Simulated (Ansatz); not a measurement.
Conformers of ClFH5NO2Si2, SMILES `O[Si@H](F)N[Si@H](O)Cl`, each relaxed with PBE0-D4/def2-TZVP in Ansatz. CBS adds the triple-zeta coupled-cluster correction to the MP2 limit.

Not all of them had a frequency check.

Conformer A:

Z-matrix (Å, degrees):
```
Si
F 1 1.602
N 1 1.702 2 108.6
O 1 1.628 2 111.2 3 -115.7
H 1 1.475 2 104.2 3 123.5
Si 3 1.715 1 127.8 2 43.8
H 3 1.011 1 114.6 2 -127.7
H 4 0.958 1 118.9 2 -76.3
O 6 1.626 3 108.7 1 -6.5
Cl 6 2.056 3 107.9 1 -129.3
H 6 1.471 3 114.6 1 112.5
H 9 0.961 6 118.2 3 -49.3
```

Conformer B:

```xyz
12

O     0.582    1.778    0.056
Si   -0.366    0.993   -1.033
F    -1.838    1.583   -0.864
N    -0.247   -0.662   -0.676
Si    0.054   -1.458    0.825
O     0.395   -0.346    1.954
Cl    1.603   -2.775    0.511
H     0.390    2.703    0.220
H     0.010    1.249   -2.436
H    -0.275   -1.270   -1.484
H    -1.069   -2.280    1.303
H     0.761    0.484    1.622
```

Which is lowest in electronic energy at CCSD(T)/CBS (frozen core, def2 sets), and by how much? (Best estimate.)

The calculation gave: B; A lies 4.0 kJ/mol higher.

Give the energies relative to B (kJ/mol) with PBE-D4/def2-TZVPP, r2SCAN-D4/def2-TZVPP, PBE0/def2-TZVPP, MP2/def2-TZVPP, SCS-MP2/def2-TZVPP, HF/CBS(def2), MP2/CBS(def2). (An estimate is asked.)

The calculation gave: 
| level | A |
| --- | --- |
| PBE-D4/def2-TZVPP | 4.8 |
| r2SCAN-D4/def2-TZVPP | 3.2 |
| PBE0/def2-TZVPP | 3.7 |
| MP2/def2-TZVPP | 4.3 |
| SCS-MP2/def2-TZVPP | 3.4 |
| HF/CBS(def2) | 0.3 |
| MP2/CBS(def2) | 4.0 |
